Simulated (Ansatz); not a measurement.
Ansatz (a program for electronic structure) input for (E)-1-bromo-2-fluoroprop-1-ene (C3H4BrF), SMILES C/C(F)=C\Br, CAM-B3LYP/def2-SVPD. Coordinates come from a B3LYP-D3(BJ)/def2-SVP optimisation.

Ansatz 0.2 input:
```yaml
crystal:
  periodic: [false, false, false]
  atoms:
    - {symbol: C, position_ang: [1.37439877, -1.68215591, -0.00000000]}
    - {symbol: C, position_ang: [-0.09286036, -1.44463024, -0.00000000]}
    - {symbol: F, position_ang: [-0.80860809, -2.58768331, 0.00000000]}
    - {symbol: C, position_ang: [-0.77927920, -0.29766280, -0.00000001]}
    - {symbol: Br, position_ang: [0.02530318, 1.41164432, 0.00000000]}
    - {symbol: H, position_ang: [1.65872511, -2.27057529, 0.88799092]}
    - {symbol: H, position_ang: [1.93011969, -0.73716575, 0.00000001]}
    - {symbol: H, position_ang: [1.65872512, -2.27057528, -0.88799092]}
    - {symbol: H, position_ang: [-1.86926371, -0.29339127, 0.00000000]}
basis:
  gaussian:
    orbitals: def2-SVPD
hamiltonian:
  xc: {name: CAM-B3LYP}
```

Log of the run:

```
WARN ansatz: RAYON_NUM_THREADS=1 ignored (pool sized by the plan → 1); use --threads N
Functional definition: CAM-B3LYP
integrals: 0.12 GiB planned
1422 factors; their error is unknown
integrals: 0.15 GiB planned
482 factors; integrals over basis functions are off by at most 2.6e-5 eV
mean field: 1.07 GiB planned
mean field evaluation 1: about -75924.3248 eV, gradient 3.6e1 eV
mean field evaluation 2: about -75925.2263 eV, gradient 3.1e1 eV
mean field evaluation 4: about -75927.1574 eV, gradient 1.5e0 eV
mean field evaluation 8: about -75927.1593 eV, gradient 1.2e-1 eV
mean field evaluation 16: about -75927.2498 eV, gradient 4.1e-4 eV
mean field -75927.24976224 eV, -2790.2749634239 hartree, gradient 5.2e-5 eV, S^2 0.000000; 0 other end points of the search recorded, 0 dependent functions left out
reference -75927.24989740 eV, -2790.2749683911 hartree; 33, 33 occupied and 123, 123 virtual orbitals, 1422 factors
Total energy: -75927.24989740 eV, -2790.2749683911 hartree
```

The run converged.
